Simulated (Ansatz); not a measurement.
`C[SiH2]OC(C)=O` and `COC(C)=O` differ in one atom or group.

Ansatz, PBE0-D4/def2-TZVP geometries, multiplicity 1. Each molecule was computed in one conformer, which needn't be the lowest.

```json
{"property": "HOMO–LUMO gap (B3LYP/def2-TZVPP) / eV", "`C[SiH2]OC(C)=O`": "7.67"}
{"property": "HOMO energy (B3LYP/def2-TZVPP) / eV", "`C[SiH2]OC(C)=O`": "-7.82"}
{"property": "size of the dipole moment (B3LYP/def2-TZVPP) / D", "`C[SiH2]OC(C)=O`": "2.43"}
{"property": "HOMO–LUMO gap (PBE0/def2-TZVPP) / eV", "`C[SiH2]OC(C)=O`": "8.22"}
{"property": "LUMO energy (PBE0/def2-TZVPP) / eV", "`C[SiH2]OC(C)=O`": "0.15"}
{"property": "HOMO energy (PBE/def2-TZVPP) / eV", "`C[SiH2]OC(C)=O`": "-6.39"}
```

**Question.** What does the change do to each property? (Best estimate.)

**Answer.** Computed: 
```json
{"property": "HOMO–LUMO gap (B3LYP/def2-TZVPP) / eV", "`COC(C)=O`": "7.82", "shift": "0.15"}
{"property": "HOMO energy (B3LYP/def2-TZVPP) / eV", "`COC(C)=O`": "-7.71", "shift": "0.11"}
{"property": "size of the dipole moment (B3LYP/def2-TZVPP) / D", "`COC(C)=O`": "1.89", "shift": "-0.54"}
{"property": "HOMO–LUMO gap (PBE0/def2-TZVPP) / eV", "`COC(C)=O`": "8.37", "shift": "0.15"}
{"property": "LUMO energy (PBE0/def2-TZVPP) / eV", "`COC(C)=O`": "0.40", "shift": "0.25"}
{"property": "HOMO energy (PBE/def2-TZVPP) / eV", "`COC(C)=O`": "-6.28", "shift": "0.11"}
```

With PBE0 the HOMO rises by 0.10 eV and the LUMO rises by 0.25 eV, so the gap widens by about 0.15 eV. PBE moves the HOMO by 0.11 eV and ωB97M-V by 0.10 eV. Dipoles are sizes alone; their direction can turn.

B3LYP here is the variant with VWN-RPA as its local correlation; programs differ in this.
